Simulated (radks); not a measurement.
Task: Ionisation ladder of zirconium, from Zr I to Zr XXII. Each ion is in the ground configuration listed by NIST, and IE = E(next ion) - E(this ion). Calculated with a radial shooting solver on a logarithmic mesh with Libxc functionals: scalar-relativistic Kohn-Sham, LDA (Slater exchange, VWN5 correlation), spin-polarised, spherical densities, finite nucleus; open shells are filled with parallel spins first (spin-orbit coupling, left out, can overturn this in heavy ions); Fermi nuclear charge, rms radius 4.2694 fm.

| species | configuration | IE, Delta-SCF (eV) | <r> HOMO (bohr) |
|---|---|---|---|
| Zr I | [Kr] 4d2 5s2 | 6.720 | 2.26 |
| Zr II | [Kr] 4d2 5s1 | ? | 3.34 |
| Zr III | [Kr] 4d2 | 23.294 | 2.00 |
| Zr IV | [Kr] 4d1 | 34.580 | 1.83 |
| Zr V | [Kr] | 80.831 | 1.31 |
| Zr VI | [Ar] 3d10 4s2 4p5 | 96.977 | 1.28 |
| Zr VII | [Ar] 3d10 4s2 4p4 | 113.47 | 1.25 |
| Zr VIII | [Ar] 3d10 4s2 4p3 | ? | 1.21 |
| Zr IX | [Ar] 3d10 4s2 4p2 | ? | 1.19 |
| Zr X | [Ar] 3d10 4s2 4p1 | 171.49 | 1.16 |
| Zr XI | [Ar] 3d10 4s2 | 216.59 | 1.07 |
| Zr XII | [Ar] 3d10 4s1 | ? | 1.05 |
| Zr XIII | [Ar] 3d10 | 427.71 | 0.441 |
| Zr XIV | [Ar] 3d9 | 474.67 | 0.431 |
| Zr XV | [Ar] 3d8 | 523.12 | 0.422 |
| Zr XVI | [Ar] 3d7 | 572.97 | 0.414 |
| Zr XVII | [Ar] 3d6 | 624.11 | 0.406 |
| Zr XVIII | [Ar] 3d5 | 691.59 | 0.395 |
| Zr XIX | [Ar] 3d4 | 747.20 | 0.388 |
| Zr XX | [Ar] 3d3 | 804.17 | 0.381 |
| Zr XXI | [Ar] 3d2 | 862.41 | 0.375 |
| Zr XXII | [Ar] 3d1 | 921.81 | 0.369 |

Estimate the withheld Delta-SCF values.

Result: Zr II: 13.712 eV (NIST 13.130); Zr VIII: 135.02 eV (NIST 133.7); Zr IX: 153.16 eV (NIST 153); Zr XII: 238.53 eV (NIST 236.25).
